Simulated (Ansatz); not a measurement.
Ansatz (an electronic-structure program) input (HF/3-21G): The .json file is the Basis Set Exchange's 3-21G.

Ansatz 0.2 input:
```yaml
crystal:
  periodic: [false, false, false]
  atoms:
    - {symbol: C, position_ang: [-2.66417156, -0.63906216, -0.33204732]}
    - {symbol: C, position_ang: [-1.44070465, 0.06654888, 0.28255329]}
    - {symbol: C, position_ang: [-0.18319165, -0.11223048, -0.58488703]}
    - {symbol: C, position_ang: [1.05336511, 0.53667664, 0.05476593]}
    - {symbol: C, position_ang: [2.28196667, 0.36184651, -0.79157083]}
    - {symbol: O, position_ang: [1.21500461, -0.13384521, 1.32839956]}
    - {symbol: H, position_ang: [-2.47958640, -1.70359519, -0.43106770]}
    - {symbol: H, position_ang: [-3.54201798, -0.50572190, 0.29071733]}
    - {symbol: H, position_ang: [-2.88515056, -0.24088744, -1.31720905]}
    - {symbol: H, position_ang: [-1.22997057, -0.33088557, 1.26533356]}
    - {symbol: H, position_ang: [-1.65240886, 1.12651056, 0.39332133]}
    - {symbol: H, position_ang: [-0.34074044, 0.31890103, -1.56823051]}
    - {symbol: H, position_ang: [0.02706457, -1.16877464, -0.70614414]}
    - {symbol: H, position_ang: [0.85487417, 1.59403642, 0.20608621]}
    - {symbol: H, position_ang: [2.47375519, 1.02568645, -1.61263299]}
    - {symbol: H, position_ang: [2.81095571, -0.57048772, -0.73570170]}
    - {symbol: H, position_ang: [1.95960486, 0.24330335, 1.81544688]}
basis:
  gaussian:
    orbitals: 3-21G.json
hamiltonian:
  xc: {name: HF}
magnetization: {spin_polarized: true, initial_magnetization: 1}
phonons: {temperatures: {t_min: 298.15, t_max: 298.15, t_step: 100}}
```

Output:

```
Functional definition: HF
integrals: 0.03 GiB planned
1023 factors; integrals over basis functions are off by at most 5.3e-4 eV
mean field: 0.39 GiB planned
mean field evaluation 1: about -7317.9278 eV, gradient 2.4e1 eV
mean field evaluation 2: about -7318.3094 eV, gradient 2.4e1 eV
mean field evaluation 4: about -7321.3445 eV, gradient 2.9e0 eV
mean field evaluation 8: about -7321.4136 eV, gradient 1.6e-1 eV
mean field -7321.41409231 eV, -269.0570052595 hartree, gradient 1.8e-5 eV, S^2 0.762578; 0 other end points of the search recorded, 0 dependent functions left out
the calculation of the forces begins
reference -7321.41409231 eV, -269.0570052595 hartree; 25, 24 occupied and 51, 52 virtual orbitals, 1023 factors
these checks for a lower state are left out or cut short: stability, starts, cluster_reference, orbital_swaps, neighbouring_geometries, increment
integrals: 0.03 GiB planned
1023 factors; integrals over basis functions are off by at most 5.3e-4 eV
mean field: 0.39 GiB planned
mean field evaluation 16: about -7321.4138 eV, gradient 1.2e-1 eV
mean field -7321.41392483 eV, -269.0569991048 hartree, gradient 2.3e-6 eV, S^2 0.762578; 0 other end points of the search recorded, 0 dependent functions left out
the calculation of the forces begins
reference -7321.41392483 eV, -269.0569991048 hartree; 25, 24 occupied and 51, 52 virtual orbitals, 1023 factors
these checks for a lower state are left out or cut short: stability, starts, cluster_reference, orbital_swaps, neighbouring_geometries, increment
integrals: 0.03 GiB planned
1023 factors; integrals over basis functions are off by at most 5.3e-4 eV
mean field: 0.39 GiB planned
mean field -7321.41392338 eV, -269.0569990515 hartree, gradient 2.3e-6 eV, S^2 0.762578; 0 other end points of the search recorded, 0 dependent functions left out
the calculation of the forces begins
reference -7321.41392338 eV, -269.0569990515 hartree; 25, 24 occupied and 51, 52 virtual orbitals, 1023 factors
these checks for a lower state are left out or cut short: stability, starts, cluster_reference, orbital_swaps, neighbouring_geometries, increment
integrals: 0.03 GiB planned
1023 factors; integrals over basis functions are off by at most 5.3e-4 eV
mean field: 0.39 GiB planned
mean field evaluation 32: about -7321.4139 eV, gradient 2.5e-6 eV
mean field -7321.41390833 eV, -269.0569984984 hartree, gradient 2.5e-6 eV, S^2 0.762578; 0 other end points of the search recorded, 0 dependent functions left out
the calculation of the forces begins
reference -7321.41390833 eV, -269.0569984984 hartree; 25, 24 occupied and 51, 52 virtual orbitals, 1023 factors
these checks for a lower state are left out or cut short: stability, starts, cluster_reference, orbital_swaps, neighbouring_geometries, increment
integrals: 0.03 GiB planned
1023 factors; integrals over basis functions are off by at most 5.3e-4 eV
mean field: 0.39 GiB planned
mean field -7321.41390744 eV, -269.0569984659 hartree, gradient 2.6e-6 eV, S^2 0.762578; 0 other end points of the search recorded, 0 dependent functions left out
the calculation of the forces begins
reference -7321.41390744 eV, -269.0569984659 hartree; 25, 24 occupied and 51, 52 virtual orbitals, 1023 factors
these checks for a lower state are left out or cut short: stability, starts, cluster_reference, orbital_swaps, neighbouring_geometries, increment
integrals: 0.03 GiB planned
1023 factors; integrals over basis functions are off by at most 5.3e-4 eV
mean field: 0.39 GiB planned
mean field -7321.41390508 eV, -269.0569983792 hartree, gradient 2.1e-6 eV, S^2 0.762578; 0 other end points of the search recorded, 0 dependent functions left out
the calculation of the forces begins
reference -7321.41390508 eV, -269.0569983792 hartree; 25, 24 occupied and 51, 52 virtual orbitals, 1023 factors
these checks for a lower state are left out or cut short: stability, starts, cluster_reference, orbital_swaps, neighbouring_geometries, increment
integrals: 0.03 GiB planned
1023 factors; integrals over basis functions are off by at most 5.3e-4 eV
mean field: 0.39 GiB planned
mean field -7321.41390513 eV, -269.0569983809 hartree, gradient 1.9e-6 eV, S^2 0.762578; 0 other end points of the search recorded, 0 dependent functions left out
the calculation of the forces begins
reference -7321.41390513 eV, -269.0569983809 hartree; 25, 24 occupied and 51, 52 virtual orbitals, 1023 factors
these checks for a lower state are left out or cut short: stability, starts, cluster_reference, orbital_swaps, neighbouring_geometries, increment
integrals: 0.03 GiB planned
1023 factors; integrals over basis functions are off by at most 5.3e-4 eV
mean field: 0.39 GiB planned
mean field -7321.41394406 eV, -269.0569998115 hartree, gradient 2.9e-6 eV, S^2 0.762579; 0 other end points of the search recorded, 0 dependent functions left out
[...]
reference -7321.41405502 eV, -269.0570038891 hartree; 25, 24 occupied and 51, 52 virtual orbitals, 1023 factors
these checks for a lower state are left out or cut short: stability, starts, cluster_reference, orbital_swaps, neighbouring_geometries, increment
integrals: 0.03 GiB planned
1023 factors; integrals over basis functions are off by at most 5.3e-4 eV
mean field: 0.39 GiB planned
mean field -7321.41405658 eV, -269.0570039465 hartree, gradient 2.0e-6 eV, S^2 0.762549; 0 other end points of the search recorded, 0 dependent functions left out
the calculation of the forces begins
reference -7321.41405658 eV, -269.0570039465 hartree; 25, 24 occupied and 51, 52 virtual orbitals, 1023 factors
these checks for a lower state are left out or cut short: stability, starts, cluster_reference, orbital_swaps, neighbouring_geometries, increment
integrals: 0.03 GiB planned
1023 factors; integrals over basis functions are off by at most 5.4e-4 eV
mean field: 0.39 GiB planned
mean field -7321.41400061 eV, -269.0570018898 hartree, gradient 2.4e-6 eV, S^2 0.762545; 0 other end points of the search recorded, 0 dependent functions left out
the calculation of the forces begins
reference -7321.41400061 eV, -269.0570018898 hartree; 25, 24 occupied and 51, 52 virtual orbitals, 1023 factors
these checks for a lower state are left out or cut short: stability, starts, cluster_reference, orbital_swaps, neighbouring_geometries, increment
integrals: 0.03 GiB planned
1023 factors; integrals over basis functions are off by at most 5.3e-4 eV
mean field: 0.39 GiB planned
mean field evaluation 576: about -7321.4140 eV, gradient 1.6e-4 eV
mean field -7321.41400039 eV, -269.0570018817 hartree, gradient 2.2e-6 eV, S^2 0.762612; 0 other end points of the search recorded, 0 dependent functions left out
the calculation of the forces begins
reference -7321.41400039 eV, -269.0570018817 hartree; 25, 24 occupied and 51, 52 virtual orbitals, 1023 factors
these checks for a lower state are left out or cut short: stability, starts, cluster_reference, orbital_swaps, neighbouring_geometries, increment
integrals: 0.03 GiB planned
1023 factors; integrals over basis functions are off by at most 5.3e-4 eV
mean field: 0.39 GiB planned
mean field -7321.41408093 eV, -269.0570048414 hartree, gradient 2.5e-6 eV, S^2 0.762587; 0 other end points of the search recorded, 0 dependent functions left out
the calculation of the forces begins
reference -7321.41408093 eV, -269.0570048414 hartree; 25, 24 occupied and 51, 52 virtual orbitals, 1023 factors
these checks for a lower state are left out or cut short: stability, starts, cluster_reference, orbital_swaps, neighbouring_geometries, increment
integrals: 0.03 GiB planned
1023 factors; integrals over basis functions are off by at most 5.3e-4 eV
mean field: 0.39 GiB planned
mean field -7321.41408147 eV, -269.0570048614 hartree, gradient 2.5e-6 eV, S^2 0.762569; 0 other end points of the search recorded, 0 dependent functions left out
the calculation of the forces begins
reference -7321.41408147 eV, -269.0570048614 hartree; 25, 24 occupied and 51, 52 virtual orbitals, 1023 factors
these checks for a lower state are left out or cut short: stability, starts, cluster_reference, orbital_swaps, neighbouring_geometries, increment
integrals: 0.03 GiB planned
1023 factors; integrals over basis functions are off by at most 5.3e-4 eV
mean field: 0.39 GiB planned
mean field -7321.41399541 eV, -269.0570016988 hartree, gradient 3.5e-6 eV, S^2 0.762578; 0 other end points of the search recorded, 0 dependent functions left out
the calculation of the forces begins
reference -7321.41399541 eV, -269.0570016988 hartree; 25, 24 occupied and 51, 52 virtual orbitals, 1023 factors
these checks for a lower state are left out or cut short: stability, starts, cluster_reference, orbital_swaps, neighbouring_geometries, increment
integrals: 0.03 GiB planned
1023 factors; integrals over basis functions are off by at most 5.3e-4 eV
mean field: 0.39 GiB planned
mean field -7321.41399557 eV, -269.0570017046 hartree, gradient 4.5e-6 eV, S^2 0.762578; 0 other end points of the search recorded, 0 dependent functions left out
the calculation of the forces begins
reference -7321.41399557 eV, -269.0570017046 hartree; 25, 24 occupied and 51, 52 virtual orbitals, 1023 factors
these checks for a lower state are left out or cut short: stability, starts, cluster_reference, orbital_swaps, neighbouring_geometries, increment
integrals: 0.03 GiB planned
1023 factors; integrals over basis functions are off by at most 5.3e-4 eV
mean field: 0.39 GiB planned
mean field evaluation 608: about -7321.4141 eV, gradient 2.3e-6 eV
mean field -7321.41406070 eV, -269.0570040979 hartree, gradient 2.3e-6 eV, S^2 0.762578; 0 other end points of the search recorded, 0 dependent functions left out
the calculation of the forces begins
reference -7321.41406070 eV, -269.0570040979 hartree; 25, 24 occupied and 51, 52 virtual orbitals, 1023 factors
these checks for a lower state are left out or cut short: stability, starts, cluster_reference, orbital_swaps, neighbouring_geometries, increment
integrals: 0.03 GiB planned
1023 factors; integrals over basis functions are off by at most 5.3e-4 eV
mean field: 0.39 GiB planned
mean field -7321.41406140 eV, -269.0570041239 hartree, gradient 2.4e-6 eV, S^2 0.762578; 0 other end points of the search recorded, 0 dependent functions left out
the calculation of the forces begins
reference -7321.41406140 eV, -269.0570041239 hartree; 25, 24 occupied and 51, 52 virtual orbitals, 1023 factors
these checks for a lower state are left out or cut short: stability, starts, cluster_reference, orbital_swaps, neighbouring_geometries, increment
integrals: 0.03 GiB planned
1023 factors; integrals over basis functions are off by at most 5.3e-4 eV
mean field: 0.39 GiB planned
mean field -7321.41403748 eV, -269.0570032449 hartree, gradient 3.0e-6 eV, S^2 0.762578; 0 other end points of the search recorded, 0 dependent functions left out
the calculation of the forces begins
reference -7321.41403748 eV, -269.0570032449 hartree; 25, 24 occupied and 51, 52 virtual orbitals, 1023 factors
these checks for a lower state are left out or cut short: stability, starts, cluster_reference, orbital_swaps, neighbouring_geometries, increment
integrals: 0.03 GiB planned
1023 factors; integrals over basis functions are off by at most 5.3e-4 eV
mean field: 0.39 GiB planned
mean field -7321.41403751 eV, -269.0570032458 hartree, gradient 3.1e-6 eV, S^2 0.762578; 0 other end points of the search recorded, 0 dependent functions left out
the calculation of the forces begins
reference -7321.41403751 eV, -269.0570032458 hartree; 25, 24 occupied and 51, 52 virtual orbitals, 1023 factors
Total energy: -7321.41409231 eV, -269.0570052595 hartree
Atom 0 at    -2.664172    -0.639062    -0.332047 Å, force     0.000255    -0.000062    -0.000150 eV/Å
Atom 1 at    -1.440705     0.066549     0.282553 Å, force     0.000198    -0.000023     0.000008 eV/Å
Atom 2 at    -0.183192    -0.112230    -0.584887 Å, force    -0.000490    -0.000024    -0.000478 eV/Å
Atom 3 at     1.053365     0.536677     0.054766 Å, force     0.000014    -0.000859     0.000090 eV/Å
Atom 4 at     2.281967     0.361847    -0.791571 Å, force     0.000241     0.000277     0.000129 eV/Å
Atom 5 at     1.215005    -0.133845     1.328400 Å, force     0.000095     0.000860    -0.000348 eV/Å
Atom 6 at    -2.479586    -1.703595    -0.431068 Å, force     0.000001    -0.000049    -0.000079 eV/Å
Atom 7 at    -3.542018    -0.505722     0.290717 Å, force    -0.000027     0.000089     0.000069 eV/Å
Atom 8 at    -2.885151    -0.240887    -1.317209 Å, force    -0.000008    -0.000004     0.000009 eV/Å
Atom 9 at    -1.229971    -0.330886     1.265334 Å, force    -0.000059    -0.000161     0.000357 eV/Å
Atom 10 at    -1.652409     1.126511     0.393321 Å, force     0.000211     0.000158    -0.000045 eV/Å
Atom 11 at    -0.340740     0.318901    -1.568231 Å, force    -0.000019    -0.000068    -0.000049 eV/Å
Atom 12 at     0.027065    -1.168775    -0.706144 Å, force    -0.000013    -0.000050     0.000057 eV/Å
Atom 13 at     0.854874     1.594036     0.206086 Å, force     0.000210     0.000044     0.000348 eV/Å
Atom 14 at     2.473755     1.025686    -1.612633 Å, force    -0.000154    -0.000197     0.000193 eV/Å
Atom 15 at     2.810956    -0.570488    -0.735702 Å, force    -0.000309     0.000180    -0.000105 eV/Å
Atom 16 at     1.959605     0.243303     1.815447 Å, force    -0.000147    -0.000111    -0.000005 eV/Å
Dipole moment:     0.215140     0.255507    -0.126535 e Å
Vibrations: 96.72 131.20 193.03 220.26 259.69 347.16 355.40 387.76 482.12 510.96 586.09 819.21 900.18 954.56 956.87 1041.78 1080.25 1129.03 1136.76 1228.21 1247.83 1352.53 1422.08 1433.94 1468.35 1498.27 1517.96 1520.77 1573.58 1574.19 1640.25 1666.25 1673.37 1676.17 3176.74 3188.62 3194.80 3208.12 3240.27 3248.21 3253.80 3291.49 3294.89 3406.68 3866.93 cm⁻¹, zero-point energy 4.367551 eV
```

The blocks after the first are displaced geometries, from whose forces the wavenumbers follow.
